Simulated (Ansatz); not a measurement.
Correlation energies of C$_{2}$H$_{5}$FZn (`FC[CH2][ZnH]`) by basis set

```xyz
9

F     0.427   -1.149   -1.114
C     0.862    0.122   -0.644
C    -0.011    0.577    0.489
Zn   -1.466   -0.747    0.616
H     1.908   -0.023   -0.363
H     0.812    0.782   -1.512
H     0.528    0.607    1.439
H    -0.426    1.572    0.312
H    -2.635   -1.740    0.777
```

Total charge 0; spin multiplicity 1. For Zn the d shell is correlated and the shells below it are frozen. Scalar relativity is left out up to krypton. The structure was optimised at the PBE0-D4/def2-TZVP level. It is one conformer, not always the lowest. Frozen core, restricted reference, the Gaussian-basis code of Ansatz.

```
     basis      HF (Eh)  MP2 corr.  CCSD corr.       (T)  CCSD(T) total
  def2-SVP  -1955.47234   -0.77944           ?         ?              ?
def2-TZVPP  -1955.92853          ?    -1.09469  -0.03664              ?
def2-QZVPP  -1955.97770          ?           –         –              –
```

(1) Fill in the withheld values. (An estimate is asked.)

Answers

(1) The calculation gave: def2-SVP CCSD corr.: -0.79163; def2-SVP (T): -0.02044; def2-SVP CCSD(T) total: -1956.28441; def2-TZVPP MP2 corr.: -1.11596; def2-TZVPP CCSD(T) total: -1957.05986; def2-QZVPP MP2 corr.: -1.19848.
